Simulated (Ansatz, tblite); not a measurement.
Ligand exchange: GaH(CH3)(NH2) + C3H10BN → Ga(CH3)(NH2)2 + C3H9B

Species: GaH(CH3)(NH2), singlet; C3H10BN `CC(C)BN`, singlet; Ga(CH3)(NH2)2, singlet; C3H9B `BC(C)C`, singlet. The partners trade H for NH2: Ga–H and B–NH2 bonds give way to Ga–NH2 and B–H.

Shapes, held fixed at every level: PBE0-D4/def2-TZVP. Flexible molecules stand in one conformer, not always the lowest. Programs: Ansatz 0.2.0, tblite 0.8.0. Electronic energies: no zero-point or thermal term.

```
                level                    kind  ΔE (kJ/mol)  less CCSD(T)/def2-TZVPP
             GFN2-xTB          semi-empirical        +73.4                    -34.2
        HF/def2-TZVPP            Hartree–Fock        +99.7                     -7.9
    PBE-D4/def2-TZVPP                     GGA       +119.0                    +11.4
r2SCAN0-D4/def2-TZVPP           global hybrid       +112.1                     +4.5
   wB97M-V/def2-TZVPP  range-separated hybrid       +112.9                     +5.3
    B2PLYP/def2-TZVPP           double hybrid       +109.9                     +2.3
         MP2/def2-SVP     perturbation theory       +124.6                    +17.0
   CCSD(T)/def2-TZVPP   coupled cluster or CI       +107.6                      0.0
```

The highest level, CCSD(T)/def2-TZVPP, gives ΔE = +107.6 kJ/mol; the levels span +73.4 to +124.6. The column of differences is taken from that level and isn't an error. No measured value is set beside it here. Relativity is left out for Ga. Outer-core shells of Ga are correlated, in sets that cover them unevenly.
